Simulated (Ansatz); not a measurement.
A CCSD(T) single point on FH3SbSi (`[F][Sb][SiH3]`) radical.

```yaml
crystal:
  periodic: [false, false, false]
  atoms:
    - {symbol: F, position_ang: [1.318428, -1.809267, 1.358652]}
    - {symbol: Sb, position_ang: [-0.277922, -1.949481, 0.282767]}
    - {symbol: Si, position_ang: [-0.243150, 0.561417, -0.325856]}
    - {symbol: H, position_ang: [-1.407730, 0.827983, -1.214874]}
    - {symbol: H, position_ang: [1.011362, 0.907133, -1.044124]}
    - {symbol: H, position_ang: [-0.358889, 1.398216, 0.897136]}
basis:
  gaussian: {orbitals: def2-TZVPP}
magnetization: {spin_polarized: true, initial_magnetization: 1}
correlation: {method: ccsd_t}
scf: {omitted_lower_state_checks: [cluster_reference]}
output: {orbitals: {seedname: orbitals}}
```

```sh
$ ansatz run in.yaml --threads 2 --pin off --events-out ev --progress --plain
```

Log, shortened:

```
Functional definition: HF
1138 factors; integrals over basis functions are off by at most 7.3e-4 eV
mean field evaluation 1: about -17125.8736 eV, gradient 2.2e1 eV
mean field evaluation 2: about -17125.8819 eV, gradient 2.2e1 eV
mean field evaluation 4: about -17128.2545 eV, gradient 2.2e0 eV
mean field evaluation 8: about -17128.3313 eV, gradient 2.2e-3 eV
mean field -17128.33126623 eV, -629.4545640342 hartree, gradient 1.9e-6 eV, S^2 0.767235; 0 other end points of the search recorded, 0 dependent functions left out
10 core orbitals not correlated: weight in the atoms' cores, before any rotation towards them, 1.000 or more for the frozen orbitals, at most 0.000 for the correlated occupied ones
reference -17128.33126623 eV, -629.4545640342 hartree; 15, 14 occupied and 140, 141 virtual orbitals, 1138 factors
second order -19.04421624 eV of doubles, -0.00000000 eV of singles
cycle   1  -18.91361366 eV  change    1.3e-1 eV  update   1.1e-1
cycle   2  -19.39714137 eV  change   -4.8e-1 eV  update   4.0e-2
cycle   3  -19.53817167 eV  change   -1.4e-1 eV  update   2.4e-2
cycle   4  -19.53203153 eV  change    6.1e-3 eV  update   6.9e-3
cycle   5  -19.52726368 eV  change    4.8e-3 eV  update   3.3e-3
cycle   6  -19.52827033 eV  change   -1.0e-3 eV  update   1.3e-3
cycle   7  -19.52829795 eV  change   -2.8e-5 eV  update   6.3e-4
cycle   8  -19.52818562 eV  change    1.1e-4 eV  update   2.5e-4
cycle   9  -19.52833628 eV  change   -1.5e-4 eV  update   1.2e-4
cycle  10  -19.52834880 eV  change   -1.3e-5 eV  update   5.2e-5
cycle  11  -19.52831159 eV  change    3.7e-5 eV  update   2.6e-5
cycle  12  -19.52833318 eV  change   -2.2e-5 eV  update   1.2e-5
perturbative correction -0.58757085 eV, -0.0215928305 hartree
Total energy: -17148.44717027 eV, -630.1938098725 hartree
Checks for a lower state left out: cluster_reference
```

Run time 4.2 min (2 threads of a server CPU on a shared host); peak host memory 3.6 GiB.

MP2 recovers 94.7 % of the CCSD(T) correlation energy and the triples give 2.9 %; T1 = 0.0159.
